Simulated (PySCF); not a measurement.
C₃H₉FMgSi (SMILES C[Si](C)(C)[Mg][F]), singlet, at a GFN2-xTB geometry (such geometries of metal compounds can be far from the true shape), atoms displaced at random by about 0.08 Å a coordinate; B3LYP/STO-3G, gradient (PySCF).

PySCF was given this input:
```python
from pyscf import gto, scf, dft

mol = gto.M(
    atom='''
Mg    0.69066818    1.37334765    0.84802447
F     1.26705162    2.61348891    1.64535286
Si   -0.25064235   -0.59356083   -0.37038024
C    -2.30300550   -0.59267709   -0.13800609
C     0.44131680   -2.11300139    0.32169085
C     0.15364758   -0.53014110   -2.19015268
H    -2.58366828   -1.54461451   -0.60324587
H    -2.49493571   -0.64716492    0.87537222
H    -2.68939640    0.31937382   -0.59437310
H     0.14974080   -2.24622487    1.37308735
H     1.48817152   -2.26250498    0.29431430
H    -0.07770026   -3.14556398   -0.15562082
H     1.16488708   -0.53711094   -2.46497770
H    -0.14893995    0.26598398   -2.59746443
H    -0.25351928   -1.30119608   -2.80756476
''',
    basis='sto-3g',
    verbose=3,
)

mf = dft.RKS(mol)
mf.xc = 'b3lyp'
mf.grids.level = 1
mf.kernel()
g = mf.nuc_grad_method()
g.grid_response = True
grad = g.kernel()
```

Output, abridged:

```
converged SCF energy = -700.435743350584
--------------- RKS gradients ---------------
         x                y                z
0 Mg     0.0416031659     0.0892489321     0.0581250568
1 F    -0.0293596226    -0.0640653192    -0.0412072009
2 Si     0.0312642278    -0.0795275666    -0.0239222233
3 C    -0.0895715082     0.0170107101     0.0593322616
4 C     0.0701938817     0.1109630920     0.0036777446
5 C    -0.0273174592     0.1295472303    -0.0596454733
6 H     0.0170812111    -0.0087252064     0.0051205309
7 H     0.0162481915    -0.0014019799    -0.0566681476
8 H     0.0099642951     0.0048110432     0.0035238066
9 H    -0.0021831529    -0.0065059843    -0.0041470541
10 H    -0.0348585076     0.0004212064     0.0077837641
11 H    -0.0369578422    -0.0633934283    -0.0219701866
12 H    -0.0488775557     0.0053951544    -0.0057210586
13 H     0.0676283813    -0.1576623441     0.0706015508
14 H     0.0151422940     0.0238844602     0.0051166290
----------------------------------------------
```
